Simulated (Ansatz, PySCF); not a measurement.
GaH₂, SMILES [GaH2-] (connectivity only; charge and spin as stated), charge -1, multiplicity 1.

The structure is a stationary point at PBE0-D3(BJ)/def2-TZVPD.

Estimates of the vertical detachment energy (IE) of the anion in eV. Rows of orbital energies are one-electron estimates, which approximate functionals can put far too low.

```tsv
level	IE
−ε(HOMO), −ε(LUMO), HF/def2-TZVPD (PySCF)	1.27
−ε(HOMO), −ε(LUMO), B3LYP/def2-TZVPD (PySCF)	-0.63
−ε(HOMO), −ε(LUMO), PBE/def2-TZVPD (PySCF)	(withheld)
ADC(2)/aug-cc-pVDZ (PySCF)	1.22
ΔSCF, ωB97X-V/def2-TZVPD (Ansatz), final states of multiplicity 2	1.46
ΔSCF, PBE/def2-TZVPD (Ansatz), final states of multiplicity 2	1.42
```

Question: Complete the blanks. (Estimate from the structure and the level; the computed values follow.)

Answer: 
- −ε(HOMO), −ε(LUMO), PBE/def2-TZVPD (PySCF), IE: -1.32

Question: What vertical singlet–triplet gap does ΔSCF give with ωB97X-V/def2-TZVPD (Ansatz, a first-principles code) and with PBE/def2-TZVPD (Ansatz)? (The exact figures need the calculation; the answer reports its results.)

Answer: 1.33 and 1.16 eV (triplet above singlet where positive).

Question: Beyond the first one, list the lowest photoelectron lines from PySCF 2.14.0 with ADC(2)/aug-cc-pVDZ with their pole strengths (two spins summed). (Estimate from the structure and the level; the computed values follow.)

Answer: 3.87 eV (1.77), 7.80 eV (1.61).
